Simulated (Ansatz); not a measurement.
Coupled-cluster diagnostics for the cluster Zn2SF2 (the lowest singlet isomer of a short search), Ansatz.

Geometry of the singlet (PBE0-D4/def2-SVP):

```xyz
5

Zn    0.7159   -0.4517   -1.3552
Zn   -0.4113    0.4809    1.4672
S     1.5073    0.1447    0.5542
F     0.1267   -0.9409   -2.9188
F    -1.9386    0.7670    2.2526
```

Correlated methods freeze 25 core orbitals. The structure comes from a short search, and lower isomers may exist.

**Question.** Estimate the CCSD(T) correlation energy, the shares of MP2 and (T), T1 and the reference's ⟨S²⟩ for: charge 0, singlet, own geometry in def2-SVP; charge 1, doublet, vertical in def2-SVP; and the rough time on 4 threads of Intel Xeon 6975P-C on a shared host.

**Answer.** 
```
                          state     basis  correlation (eV)  MP2 share (%)  (T) share (%)     T1  ⟨S²⟩ (pure)  wall time
charge 0, singlet, own geometry  def2-SVP           -29.567          100.5            2.3  0.015  0.00 (0.00)      3.1 s
    charge 1, doublet, vertical  def2-SVP           -29.002          100.2            2.3  0.019  0.76 (0.75)       13 s
```
Customary marks for T1 are 0.02 (closed shells), 0.045 (open shells) and about 0.05 (3d metals). T1 stays under 0.02 throughout.
